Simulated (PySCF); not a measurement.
Tc(O)3(Me) (CH₃O₃Tc), SMILES [CH3][Tc](=[O])(=[O])=[O], multiplicity 1.

Geometry: r2SCAN-D4/def2-SVP. The spin state was assumed, not searched. The def2 effective core potentials stand for the cores of Tc; spin–orbit coupling is left out.

Two levels are set side by side: PBE/def2-TZVP (PySCF) and B3LYP/def2-TZVP (PySCF). Same geometry, gas phase. Differences are taken from unrounded values.

```tsv
quantity	B3LYP
orbital gap (eV)	5.60
highest occupied level (eV)	-9.43
lowest empty level (eV)	-3.83
dipole moment (D)	2.96
mean polarisability (bohr³)	57.0
```

Question: What does PBE give, and how far is it from B3LYP? (An estimate is asked for; the answer gives what the named calculation found.)

Answer: 
```tsv
quantity	PBE	PBE minus B3LYP
orbital gap (eV)	3.75	-1.85
highest occupied level (eV)	-8.05	1.38
lowest empty level (eV)	-4.30	-0.47
dipole moment (D)	2.75	-0.21
mean polarisability (bohr³)	57.7	0.8
```

Without exact exchange PBE keeps part of each electron's self-repulsion, which lifts occupied levels and narrows the gap. Differences between two approximate levels are no errors against the true value.

Rough cost on one machine, each run with all the roots and properties that it gave: B3LYP against PBE within a factor of 2.
